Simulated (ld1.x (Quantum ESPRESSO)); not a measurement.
**P (Z = 15): one change to a TM potential, before and after**

```
Element                 : phosphorus
Generator               : ld1.x (Quantum ESPRESSO) 7.5
Type                    : norm-conserving Troullier–Martins (Kleinman–Bylander form)
Functional              : PBE
Relativity              : scalar-relativistic
Frozen core             : [Ne]
Valence charge          : 5
Reference configuration : 3s2 3p3
Partial waves           : 3p (bound): rc 1.60 bohr; 3d channel at -0.1 Ry: rc 1.25 bohr; 3s (bound): rc 1.50 bohr
Local potential         : the s channel
Core correction         : Bessel-smoothed model core inside 0.95 bohr
```

Change: wave 3s (bound): rc 1.50 bohr becomes 3s (bound): rc 1.28 bohr.

Cutoffs: the cutoffs (Ry, on a coarse ladder) from which the occupation-weighted sum of valence levels, in a spherical-Bessel basis at the reference potential, stays within 10 and 1 mRy of its value at 400 Ry; they do not see the model core or the augmentation charge, which bear on the density cutoff. Errors are all-electron minus pseudo energies relative to the spin-unpolarised reference configuration.

What does the change do?

The potential gets harder (21 Ry and 50 Ry → 40 Ry and 90 Ry); of the 7 tests that both files solve, the error grows in 1 and shrinks in 0 by more than 15 % and 0.3 meV (median size 5.3 → 5.5 meV); neither file shows a bound ghost. A smaller radius makes the pseudo-wave follow the all-electron one further in, where it bends more sharply, so more plane waves are needed.

| quantity | base | changed |
| --- | --- | --- |
| cutoff, loose | 21 Ry | 40 Ry |
| cutoff, tight | 50 Ry | 90 Ry |
| loose cutoff by channel (10 mRy a level) | p 8 Ry, s 18 Ry | p 8 Ry, s 35 Ry |
| bound ghosts | none | none |
| error for 3s2 3p2, meV [ΔE 9.73 eV] | +2.9 | +3.3 |
| error for 3s2 3p1, meV [ΔE 28.88 eV] | +20 | +23 |
| error for 3s2 3p0, meV [ΔE 58.62 eV] | +62 | +71 |
| error for 3s1 3p4, meV [ΔE 8.53 eV] | -0.7 | -1.4 |
| error for 3s1 3p3, meV [ΔE 18.85 eV] | +5.3 | +5.5 |
| error for 3s2 3p3.3, meV [ΔE -1.31 eV] | +0.2 | +0.2 |
| error for 3s1 3p0, meV [ΔE 110.62 eV] | +140 | +150 |
| s: phases at 1.75 bohr within 0.05 rad from the reference energy up to (Ry; the scan ends near 5) | to the end of the scan | 4.2 |
| p: phases at 1.75 bohr within 0.05 rad from the reference energy up to (Ry; the scan ends near 5) | to the end of the scan | 4.7 |
| d: phases at 1.75 bohr within 0.05 rad from the reference energy up to (Ry; the scan ends near 5) | to the end of the scan | to the end of the scan |
